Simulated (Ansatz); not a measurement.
Stepwise reaction of `[NH2][Cd][NH2]` with hydrogen fluoride, as a gas-phase model of exchange steps in deposition or etching. ΔE in kJ/mol; ΔG adds harmonic PBE0-D4 terms to CCSD(T)/CBS, at 1 bar.

Program: Ansatz. Geometries: PBE0-D4/def2-TZVP. ΔE: electronic, gas phase. CCSD(T)/CBS is the MP2 limit (def2-TZVPP, def2-QZVPP) plus CCSD(T) − MP2 in def2-TZVPP, frozen cores. This one scheme is used for every species. DFT in def2-TZVPP. B3LYP here is the variant with VWN-RPA as its local correlation; programs differ in this. def2 core potentials past Kr. For Cd outer-core shells are correlated without core-valence functions, which leaves a few kJ/mol of doubt a bond. One conformer a species, not always the lowest.

```csv
step,reaction,PBE-D4,B3LYP-D4,ωB97M-V,CCSD(T)/CBS,ΔG(400 K)
1,`[NH2][Cd][NH2]` + H–F → `[NH2][Cd][F]` + NH₃,-53.2,-57.7,-55.4,-48.7,-47.7
```

Task: Give the row of step 2, `[NH2][Cd][F]` + H–F → `[F][Cd][F]` + NH₃. (Best estimate.)

Result: Ansatz gave: 
```tsv
step	reaction	PBE-D4	B3LYP-D4	ωB97M-V	CCSD(T)/CBS	ΔG(400 K)
2	`[NH2][Cd][F]` + H–F → `[F][Cd][F]` + NH₃	-32.5	-37.7	-38.6	-31.8	-23.0
```

Task: By hand: ΔE of the 2 steps together at CCSD(T)/CBS.

Result: (-48.7) + (-31.8) = -80.5 kJ/mol, or -40.2 kJ/mol a step.

In ΔE each step is higher than the one before. All are downhill at CCSD(T)/CBS. ΔG lies between -47.7 and -23.0 kJ/mol a step. PBE-D4 differs from CCSD(T)/CBS by -4.5 to -0.7 kJ/mol a step. Isolated molecules leave out the surface, adducts and barriers. Largest T1 diagnostic: 0.018.
